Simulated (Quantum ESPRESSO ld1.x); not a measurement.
The numbers below are computed, except where a source is named.
Question: Radial electron density D(r) = 4 pi r^2 rho(r) of an atom or ion with 9 electrons. Level of theory: scalar-relativistic Kohn-Sham, LDA (Slater exchange, VWN5 correlation), spin-polarised, spherical densities, point nucleus (ld1.x of Quantum ESPRESSO 7.5).

| r (bohr) | D(r) (e/bohr) | spin D(r) |
|---|---|---|
| 0.01059 | 2.285 | -0.000159 |
| 0.01194 | 2.785 | -0.000140 |
| 0.01335 | 3.336 | -0.0000897 |
| 0.01493 | 3.975 | 0.0000132 |
| 0.01684 | 4.767 | 0.000218 |
| 0.01883 | 5.611 | 0.000548 |
| 0.02124 | 6.630 | 0.00113 |
| 0.02375 | 7.685 | 0.00202 |
| 0.02657 | 8.830 | 0.00338 |
| 0.02996 | 10.14 | 0.00565 |
| 0.03351 | 11.40 | 0.00887 |
| 0.03778 | 12.75 | 0.0140 |
| 0.04225 | 13.96 | 0.0212 |
| 0.04726 | 15.05 | 0.0315 |
| 0.05329 | 16.02 | 0.0475 |
| 0.0596 | 16.65 | 0.0687 |
| 0.0672 | 16.98 | 0.101 |
| 0.07517 | 16.91 | 0.141 |
| 0.08475 | 16.43 | 0.201 |
| 0.09479 | 15.61 | 0.274 |
| 0.106 | 14.54 | 0.369 |
| 0.1195 | 13.23 | 0.498 |
| 0.1337 | 12.03 | 0.645 |
| 0.1508 | 10.98 | 0.833 |
| 0.1686 | 10.37 | 1.03 |
| 0.1886 | 10.23 | 1.25 |
| 0.2127 | 10.63 | 1.50 |
| 0.2379 | 11.42 | 1.71 |
| 0.2682 | 12.51 | 1.91 |
| 0.3 | 13.49 | 2.03 |
| 0.3382 | 14.20 | 2.09 |
| 0.3783 | 14.32 | 2.05 |
| 0.4231 | 13.76 | 1.91 |
| 0.4771 | 12.43 | 1.68 |
| 0.5336 | 10.63 | 1.40 |
| 0.6017 | 8.359 | 1.08 |
| 0.673 | 6.206 | 0.790 |
| 0.7527 | 4.261 | 0.534 |
| 0.8487 | 2.588 | 0.320 |
| 0.9493 | 1.472 | 0.180 |
| 1.07 | 0.7147 | 0.0860 |
| 1.197 | 0.3223 | 0.0383 |
| 1.339 | 0.1275 | 0.0149 |
| 1.51 | 0.04015 | 0.00462 |
| 1.689 | 0.01155 | 0.00130 |
| 1.904 | 0.002486 | 0.000273 |
| 2.13 | 0.0004810 | 0.0000511 |

What is the nuclear charge?

Answer: Z = 15. The innermost maximum, from 1s, lies near gamma/Z bohr with gamma = sqrt(1 - (Z/c)^2) = 0.994, here 0.0663 bohr (found: 0.0694), and its height grows with Z. The density is that of the phosphorus ion P6+ in [He] 2s2 2p5; the configuration itself is not fixed sharply by these data, and Z only to about a unit. D(r) has 2 maxima, at r = 0.0694, 0.366 bohr, and minima at 0.184 bohr, inside which lie 2.21 electrons.
